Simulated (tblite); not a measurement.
Isomers of C5H3N2P. Computed with GFN2-xTB (tblite): harmonic, unscaled wavenumbers at the GFN2-xTB geometry, gas phase. Errors from tens to a few hundred cm⁻¹ against measured bands are possible. One conformer each.

Electronic energies: GFN2-xTB at the same geometries; isomer energies are rough at this level and their order can be wrong.

| SMILES | electronic energy, lowest = 0 (kJ/mol) |
| --- | --- |
| N#Cc1cnccp1 | 0.0 |
| N#Cc1ccpcn1 | 11.3 |
| N#Cc1cpccn1 | 10.2 |

**Question.** How do GFN2-xTB zero-point energies change the relative energies?

**Answer.** 
| SMILES | ZPE (kJ/mol) | of it from modes above 1550 cm⁻¹ | electronic (kJ/mol) | with ZPE, lowest = 0 (kJ/mol) | lowest mode (cm⁻¹) | rings |
| --- | --- | --- | --- | --- | --- | --- |
| N#Cc1cnccp1 | 179.1 | 68.5 | 0.0 | 0.0 | 105 | 1 |
| N#Cc1cpccn1 | 178.8 | 68.8 | 10.2 | 9.9 | 103 | 1 |
| N#Cc1ccpcn1 | 178.8 | 68.6 | 11.3 | 11.0 | 88 | 1 |

The zero-point energies span 0.3 kJ/mol, from `N#Cc1ccpcn1` to `N#Cc1cnccp1`. The order is unchanged.

**Question.** What do entropy and thermal enthalpy add at 298.15 K and 1 bar (rigid rotor, harmonic oscillator, one conformer each)?

**Answer.** 
| SMILES | point group | symmetry number | S (J/(mol K)) | H − H(0) (kJ/mol) | ZPE + H − H(0) − TS (kJ/mol) |
| --- | --- | --- | --- | --- | --- |
| N#Cc1cnccp1 | Cs | 1 | 349.2 | 20.70 | 95.6 |
| N#Cc1cpccn1 | Cs | 1 | 348.6 | 20.56 | 95.5 |
| N#Cc1ccpcn1 | Cs | 1 | 348.6 | 20.54 | 95.4 |
